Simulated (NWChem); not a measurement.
System meant: cyclopentanone (C5H8O); SMILES O=C1CCCC1

Input file for NWChem:

```
start job
memory heap 200 mb stack 900 mb global 1100 mb
geometry units angstroms noautoz
  O      0.000000     0.000000     2.142928
  C      0.000000     0.000000     0.931721
  C      0.126756     1.238225     0.032902
  C     -0.225521     0.740319    -1.379035
  C      0.225521    -0.740319    -1.379035
  C     -0.126756    -1.238225     0.032902
  H     -0.490077     2.059827     0.408928
  H      1.172736     1.573741     0.084177
  H      0.248393     1.325645    -2.172640
  H     -1.310531     0.796095    -1.534490
  H      1.310531    -0.796095    -1.534490
  H     -0.248393    -1.325645    -2.172640
  H     -1.172736    -1.573741     0.084177
  H      0.490077    -2.059827     0.408928
end
basis spherical
  O library def2-svp
  C library def2-svp
  H library def2-svp
end
dft
  xc pbe0
  iterations 4
  mulliken
end
task dft energy
```

End of the output:

```
    Atom       Charge   Shell Charges
 -----------   ------   -------------------------------------------------------
    1 O    8     8.15   1.97  0.93  0.65  2.68  1.89  0.03
    2 C    6     5.91   1.96  0.64  0.29  1.79  1.01  0.22
    3 C    6     6.07   1.96  0.59  0.30  1.93  1.21  0.08
    4 C    6     6.04   1.96  0.58  0.30  1.91  1.20  0.09
    5 C    6     6.04   1.96  0.58  0.30  1.91  1.20  0.09
    6 C    6     6.07   1.96  0.59  0.30  1.93  1.21  0.08
    7 H    1     0.96   0.63  0.25  0.07
    8 H    1     0.95   0.63  0.25  0.07
    9 H    1     0.97   0.64  0.26  0.07
   10 H    1     0.97   0.65  0.26  0.07
   11 H    1     0.97   0.65  0.26  0.07
   12 H    1     0.97   0.64  0.26  0.07
   13 H    1     0.95   0.63  0.25  0.07
   14 H    1     0.96   0.63  0.25  0.07

 center of mass
 --------------
 x =  -0.00000000 y =  -0.00000000 z =   0.14372562

 moments of inertia (a.u.)
 ------------------
         756.826113965630          -0.000000000000          -0.000000000000
          -0.000000000000         543.041770317390           0.000000000000
          -0.000000000000           0.000000000000         274.126195415932

     Multipole analysis of the density
     ---------------------------------

     L   x y z        total         alpha         beta         nuclear
     -   - - -        -----         -----         ----         -------
     0   0 0 0     -0.000000    -23.000000    -23.000000     46.000000

     1   1 0 0      0.000000      0.000000      0.000000      0.000000
     1   0 1 0      0.000000      0.000000      0.000000     -0.000000
     1   0 0 1     -1.154675     -0.577337     -0.577337     -0.000000

     2   2 0 0    -26.041221    -26.577172    -26.577172     27.113123
     2   1 1 0      0.212571     -0.108984     -0.108984      0.430539
     2   1 0 1      0.000000      0.000000      0.000000     -0.000000
     2   0 2 0    -26.001668    -90.129761    -90.129761    154.257853
     2   0 1 1      0.000000      0.000000      0.000000      0.000000
     2   0 0 2    -32.980913   -158.043427   -158.043427    283.105942

 ------------------------------------------------------------------------
 dft energy failed                                                                                  0
 ------------------------------------------------------------------------
 ------------------------------------------------------------------------
  current input line :
    29: task dft energy
 ------------------------------------------------------------------------
 ------------------------------------------------------------------------
 This type of error is most commonly associated with calculations not reaching convergence criteria
 ------------------------------------------------------------------------
 For more information see the NWChem manual at https://nwchemgit.github.io

0:dft energy failed:Received an Error in Communication
```

What is wrong, and how is it mended?

The run did not converge; its last values are not results. Cause: the SCF was allowed too few iterations. This input runs:
```
start job
memory heap 200 mb stack 900 mb global 1100 mb
geometry units angstroms noautoz
  O      0.000000     0.000000     2.142928
  C      0.000000     0.000000     0.931721
  C      0.126756     1.238225     0.032902
  C     -0.225521     0.740319    -1.379035
  C      0.225521    -0.740319    -1.379035
  C     -0.126756    -1.238225     0.032902
  H     -0.490077     2.059827     0.408928
  H      1.172736     1.573741     0.084177
  H      0.248393     1.325645    -2.172640
  H     -1.310531     0.796095    -1.534490
  H      1.310531    -0.796095    -1.534490
  H     -0.248393    -1.325645    -2.172640
  H     -1.172736    -1.573741     0.084177
  H      0.490077    -2.059827     0.408928
end
basis spherical
  O library def2-svp
  C library def2-svp
  H library def2-svp
end
dft
  xc pbe0
  iterations 150
  mulliken
end
task dft energy
```
It converges to -270.06277 Ha (PBE0/def2-SVP).
